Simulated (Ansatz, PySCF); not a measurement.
Process, species as SMILES: BN (BNH4) -> [BH]N + H atom (the B-H bond at the site shown breaks; other sites are not compared here)
Each molecule is optimised on its own at B3LYP-D3(BJ)/def2-TZVP (Ansatz, a quantum-chemistry and plane-wave program), one conformer each, not searched for the lowest.
Geometry of the first species:
```xyz
6

B     -0.7766     0.0323    -0.0041
N      0.6098    -0.0254     0.0032
H     -1.3984    -0.9854    -0.0254
H     -1.3119     1.0982     0.0110
H      1.1972     0.7922     0.0209
H      1.1274    -0.8889    -0.0085
```

Property: bond dissociation energy (enthalpy at 298 K, with B3LYP-D3(BJ) rigid-rotor harmonic-oscillator terms from PySCF), in eV. Cores are frozen in the correlated levels unless marked. UHF or UKS for open shells. Spin-orbit coupling is left out. Non-relativistic. CBS(X,Y): correlation extrapolated as X^-3; Hartree-Fock from the larger set.

```json
[
 {"level": "PBE-D4/def2-TZVPD", "program": "Ansatz + dftd4", "bond dissociation energy (eV)": "4.38", "minus last row": "-0.22"},
 {"level": "revPBE-D3(BJ)/def2-TZVPD", "program": "Ansatz + dftd3", "bond dissociation energy (eV)": "4.32", "minus last row": "-0.28"},
 {"level": "PBE0-D4/def2-TZVP", "program": "Ansatz + dftd4", "bond dissociation energy (eV)": "4.40", "minus last row": "-0.20"},
 {"level": "MP2/aug-cc-pVTZ", "program": "Ansatz", "bond dissociation energy (eV)": "4.46", "minus last row": "-0.14"},
 {"level": "SCS-MP2/def2-TZVPPD", "program": "Ansatz", "bond dissociation energy (eV)": "4.58", "minus last row": "-0.02"},
 {"level": "CCSD(T)/CBS(cc-pVTZ,cc-pVQZ)", "program": "Ansatz", "bond dissociation energy (eV)": "4.60", "minus last row": "0.00"},
 {"level": "CCSD(T)/CBS(def2-TZVPPD,def2-QZVPPD)", "program": "Ansatz", "bond dissociation energy (eV)": "4.60", "minus last row": "0.00"}
]
```
